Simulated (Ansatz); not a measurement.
`C=C(CC)C(=O)O`, relaxed with RKS PBE-D4/def2-SVP in Ansatz from a rough embedded geometry. The force threshold is 0.03 eV/Å; the program also tests the step.

Total charge 0; spin multiplicity 1.

Start:

```xyz
15

C     0.710    0.017   -1.674
C     0.493    0.074   -0.364
C    -0.393    1.093    0.292
C    -1.778    0.506    0.567
C     1.114   -0.910    0.558
O     1.025   -0.875    1.760
O     1.814   -1.871   -0.068
H     1.336   -0.741   -2.111
H     0.265    0.732   -2.345
H     0.057    1.395    1.239
H    -0.485    1.967   -0.354
H    -1.697   -0.344    1.240
H    -2.417    1.254    1.030
H    -2.243    0.175   -0.360
H     2.199   -2.471    0.590
```

```csv
step,energy (eV),largest force (eV/Å),largest move (Å)
1,-9391.6261,1.393,0.000
2,-9391.7266,0.488,0.057
3,-9391.7372,0.146,0.082
4,-9391.7412,0.144,0.045
5,-9391.7433,0.050,0.011
6,-9391.7445,0.030,0.025
7,-9391.7450,0.038,0.026
8 (rejected),-9391.1606,5.197,0.091
9,-9391.7453,0.024,0.021
```

End:

```xyz
15

C     0.791    0.050   -1.715
C     0.499    0.073   -0.396
C    -0.418    1.085    0.248
C    -1.784    0.500    0.639
C     1.076   -0.950    0.532
O     0.893   -0.959    1.740
O     1.844   -1.887   -0.086
H     1.451   -0.718   -2.142
H     0.371    0.806   -2.398
H     0.078    1.478    1.161
H    -0.553    1.938   -0.448
H    -1.661   -0.331    1.361
H    -2.421    1.272    1.115
H    -2.322    0.112   -0.250
H     2.155   -2.470    0.640
```

Hardware: 2 threads of an AMD EPYC 7R13 on a shared host. Wall time 27 s, peak host memory 0.19 GiB.
